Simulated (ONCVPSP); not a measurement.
## Cutoff test, oxygen (O), ONCV

| Property | Result |
| --- | --- |
| Element | O |
| Generator | ONCVPSP 4.0.1 |
| Type | optimised norm-conserving Vanderbilt (ONCV) |
| Functional | PBE |
| Relativity | scalar-relativistic |
| Frozen core | [He] |
| Valence charge | 6 |
| Reference configuration | 2s2 2p4 |
| Partial waves | 2s: rc 0.65 bohr, ncon 3, nbas 6, qcut 10.4 1/bohr, 3 projectors, debl 2.6 Ha; 2p: rc 1.45 bohr, ncon 4, nbas 8, qcut 11.3 1/bohr, 2 projectors, debl 0.7 Ha; d scattering state at 0.05 Ha: rc 1.35 bohr, ncon 3, nbas 7, qcut 7.7 1/bohr, 2 projectors, debl 1.5 Ha |
| Local potential | polynomial inside 0.60 bohr (lpopt 4, dvloc0 4 Ha) |
| Core correction | polynomial model core, fcfact 0.45 |

**Question.** For each optimised wave give the share of its norm inside rc, the residual kinetic energy above qcut (Ha) and the cutoffs (Ha) for errors of 10, 1, 0.1 and 0.01 mHa per electron.

**Answer.**

```json
{"wave": "2s", "norm inside rc": "0.148", "residual KE": "1.0e-04", "10 mHa": "29.5", "1 mHa": "42.1", "0.1 mHa": "54.6", "0.01 mHa": "248.9"}
{"wave": "s projector 2", "norm inside rc": "0.059", "residual KE": "1.3e-03", "10 mHa": "26.0", "1 mHa": "71.5", "0.1 mHa": "290.1", "0.01 mHa": "456.8"}
{"wave": "s projector 3", "norm inside rc": "0.041", "residual KE": "2.1e-03", "10 mHa": "27.3", "1 mHa": "96.3", "0.1 mHa": "432.4", "0.01 mHa": "774.3"}
{"wave": "2p", "norm inside rc": "0.686", "residual KE": "8.1e-09", "10 mHa": "27.4", "1 mHa": "36.4", "0.1 mHa": "44.0", "0.01 mHa": "50.2"}
{"wave": "p projector 2", "norm inside rc": "0.103", "residual KE": "5.3e-09", "10 mHa": "22.4", "1 mHa": "32.6", "0.1 mHa": "41.5", "0.01 mHa": "48.5"}
{"wave": "d projector 1", "norm inside rc": "0.000", "residual KE": "3.6e-10", "10 mHa": "0.0", "1 mHa": "0.1", "0.1 mHa": "0.4", "0.01 mHa": "1.8"}
{"wave": "d projector 2", "norm inside rc": "0.085", "residual KE": "1.1e-05", "10 mHa": "8.9", "1 mHa": "16.9", "0.1 mHa": "24.1", "0.01 mHa": "30.0"}
```

The occupied waves need 42 Ha and 55 Ha for 1 and 0.1 mHa. Rows with under 1 % of the norm inside rc give no meaningful cutoff. Note: ghosts flagged at negative energy: s at -454.5 eV; GHOST(+) flags only above 600 eV. A true bound ghost makes a file unfit for plane-wave use. Its largest configuration-test error is +487 meV.
